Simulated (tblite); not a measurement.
Compound: C₆H₁₁FSi.
Cartesian coordinates in Å at the GFN2-xTB level; atoms count from 1:
```
atom  x, y, z in Å
C1     2.5611    0.3639   -0.2721
C2     1.6166   -0.7964    0.0480
C3     0.1899   -0.3436    0.1440
C4    -0.4848   -0.2017    1.2768
C5    -1.9154    0.2512    1.2572
Si6   -2.3377    0.4268   -0.5938
C7    -0.5447   -0.0238   -1.1328
F8    -0.5254   -1.1310   -1.9846
H9     2.3277    0.7973   -1.2419
H10    3.5904    0.0133   -0.2947
H11    2.4750    1.1417    0.4842
H12    1.6966   -1.5514   -0.7380
H13    1.9150   -1.2533    0.9939
H14   -0.0282   -0.4037    2.2359
H15   -2.0135    1.1893    1.8069
H16   -2.5400   -0.4729    1.7837
H17   -3.2885   -0.5554   -1.1055
H18   -2.6790    1.7975   -0.9814
H19   -0.0247    0.7615   -1.6933
```

All values are computed: GFN2-xTB (tblite) harmonic vibrations without scaling, gas phase. Errors from tens to a few hundred cm⁻¹ against measured bands are possible. Modes of hydrogen on silicon can be 10 to 20 % off. One conformer, not necessarily the lowest.

Harmonic wavenumbers (cm⁻¹): 31.0, 52.1, 152.6, 193.5, 230.7, 251.2, 297.7, 370.9, 401.1, 462.1, 524.1, 573.2, 620.5, 645.4, 718.3, 743.5, 755.1, 766.5, 825.2, 838.3, 876.1, 999.2, 1007.3, 1029.0, 1076.2, 1086.5, 1097.5, 1143.5, 1190.4, 1233.9, 1241.4, 1267.5, 1305.4, 1324.6, 1408.5, 1461.1, 1479.6, 1502.3, 1504.0, 1726.8, 2258.9, 2305.2, 2902.4, 2953.3, 2969.8, 2979.3, 2980.3, 3028.3, 3032.3, 3038.4, 3062.3.

A = 2586, B = 1268, C = 982.0 MHz; mass 130.061 u (most abundant isotopes); point group C1, symmetry number 1.

What is the zero-point energy?

Half the sum of the wavenumbers: 32962 cm⁻¹ = 94.24 kcal/mol.

What is S at 350 K and 1 bar for an ideal gas of classical rigid rotors and harmonic oscillators?

Translation 41.32, rotation 29.47, vibration 32.60: S = 103.4 cal/(mol K).

And Cp and H(350 K) − H(0)?

Cp = 43.32 cal/(mol K), of which vibrations give 35.37 (their classical limit is 51 R = 101.3); H(350 K) − H(0) = 8.74 kcal/mol without the zero-point energy, 5.96 from vibrations.

Which modes carry the vibrational entropy at 350 K?

31.0 cm⁻¹: 6.08; 52.1 cm⁻¹: 5.05; 152.6 cm⁻¹: 2.95; 193.5 cm⁻¹: 2.49; 230.7 cm⁻¹: 2.17; 251.2 cm⁻¹: 2.01 cal/(mol K); the other 45 give 11.85 together.

What must be added to the electronic energy to get the Gibbs energy at 350 K and 1 bar?

ZPE + [H(350 K) − H(0)] − T·S = 94.24 + 8.74 − 36.19 = 66.79 kcal/mol.

Hindered rotation and anharmonicity are outside this model. Other conformers, if any are populated, would add a mixing term that is left out. The structure is chiral; the term R ln 2 for an equal mix with its mirror image is left out.
